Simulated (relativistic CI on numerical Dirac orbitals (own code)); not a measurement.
**Xe: calculation against measurement**

Computed by Dirac-Coulomb-Breit CI, separate exchange-only KLI orbitals for each configuration, model QED, valence Slater integrals scaled by 0.85, configuration energies shifted to the measured levels that pair with them (semi-empirical) (own radial code, finite nucleus).

CI space (outside the closed core [Kr] 4d10 5s2): 5p6, 5p5.6s, 5p5.6p, 5p5.5d, 5p5.7s, 5p4.5d2, 5p5.7p, 5p5.6d, 5p5.4f, 5p5.7d, 5p5.5f, 5p5.5g, 5p5.6f, 5p5.7f. Levels of other configurations are missing.

```csv
Configuration,Term (tabulated),J,Measured (cm⁻¹),Computed,Error,Purity (%)
5p6,1S,0,0.0,0,0,99
5p5.6s,2[3/2]°,2,67067.5,66777,-291,99
5p5.6s,2[3/2]°,1,68045.2,67862,-184,58
5p5.6s,2[1/2]°,0,76196.8,76404,207,65
5p5.6s,2[1/2]°,1,77185.0,77369,184,39
5p5.6p,2[5/2],2,78119.8,78121,1,50
5p5.6p,2[5/2],3,78403.1,78290,-113,100
5p5.6p,2[3/2],2,79212.5,79023,-189,76
5p5.5d,2[1/2]°,0,79771.3,80014,243,65
5p5.5d,2[1/2]°,1,79986.6,80203,217,63
5p5.6p,2[1/2],0,80119.0,79876,-243,61
5p5.5d,2[7/2]°,4,80196.6,80162,-34,99
5p5.5d,2[7/2]°,3,80970.4,80970,0,62
5p5.5d,2[5/2]°,3,82430.2,81972,-458,65
5p5.5d,2[3/2]°,1,83890.0,83424,-466,45
5p5.7s,2[3/2]°,2,85188.8,85189,0,96
5p5.6p,2[3/2],2,89162.4,89299,137,44
5p5.6p,2[1/2],0,89860.0,90322,462,39
5p5.5d,2[5/2]°,3,91746.6,91897,150,29
```

Measured levels from NIST Handbook of Basic Atomic Spectroscopic Data (Sansonetti and Martin, J. Phys. Chem. Ref. Data 34, 1559 (2005)); pairs were made by configuration, J and term (by order where the table uses no LS term), so strongly mixed levels may be paired wrongly.

Mean error by configuration (cm⁻¹): 5p5.6s -21; 5p5.6p 9; 5p5.5d -50; 5p5.7s 0. Over the excited levels the mean absolute error is 199 cm⁻¹ (18 of the 26 excited levels that our extract of the source holds in range could be paired, and the others can miss by more), and the median relative error of those above 1,000 cm⁻¹ is 0.25 %, both after the shifts were fitted to these levels, so that a configuration with one level shows no error.

Transition probabilities of persistent lines. The last column rescales the computed rate by the cube of measured over computed energy:

```tsv
λ measured (Å)	Lower	Upper	A tabulated (s⁻¹)	A computed	A rescaled
1192.04 vacuum	5p6 1S_0	5p5.5d 2[3/2]°_1	5.93e+08	2.80e+08	2.85e+08
1250.21 vacuum	5p6 1S_0	5p5.5d 2[1/2]°_1	1.49e+07	1.49e+07	1.48e+07
1295.59 vacuum	5p6 1S_0	5p5.6s 2[1/2]°_1	2.53e+08	2.80e+08	2.78e+08
1469.61 vacuum	5p6 1S_0	5p5.6s 2[3/2]°_1	2.73e+08	3.12e+08	3.15e+08
```

Configurations whose levels could be paired with our table of measured levels were shifted onto them, all but the ground configuration, by the median error of their levels; single terms can still be off by 1,000 to 2,000 cm⁻¹ or more, and rates follow the energies as ν³ (E1, M1) or ν⁵ (E2). The others borrow a shift and can be off by several thousand cm⁻¹ or more. The fine structure of a lone outer electron comes out too small, for d and f at times inverted, and misplaced configurations move strength between like terms. 18 of the 26 excited levels that our extract of the measured tables holds in this range could be paired (the sources list more); they are missed by 199 cm⁻¹ on average and 466 at most, after the shifts were fitted to these levels, and levels without a partner can miss by more.

Shifts applied (cm⁻¹): 5p6 0; 5p5.6s -4648; 5p5.6p -3219; 5p5.5d -4398; 5p5.7s -3487.
